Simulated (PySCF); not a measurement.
In(F)(OH)2, SMILES [OH][In]([OH])[F], PBE0/def2-SVP optimised geometry.

```
6

In    -0.54     0.00     0.00
F      1.42     0.00     0.00
O     -1.42     1.77     0.00
H     -0.76     2.47     0.00
O     -1.42    -1.77     0.00
H     -0.76    -2.47     0.00
```

Density from PBE0/def2-TZVP, def2 effective core potentials past Kr run with PySCF at that geometry. The core electrons that the potentials of In replace are not part of the density.

Minimum of the electron density along straight lines between bonded atoms, close to the bond critical point (lines longer than 1.1 times the sum of covalent radii, or with two minima, are not listed):

```tsv
bond	length / Å	ρ at the minimum / e bohr⁻³	∇²ρ there / e bohr⁻⁵	position (fraction from the first atom)
In1–F2	1.963	…	…	0.52
In1–O3	1.976	0.118	0.51	0.52
O3–H4	0.966	0.355	-2.37	0.80
In1–O5	1.976	0.118	0.51	0.52
O5–H6	0.966	0.355	-2.37	0.80
```

Task: Complete the blanks.

Result: 
- In1–F2, ρ at the minimum / e bohr⁻³: 0.109
- In1–F2, ∇²ρ there / e bohr⁻⁵: 0.57
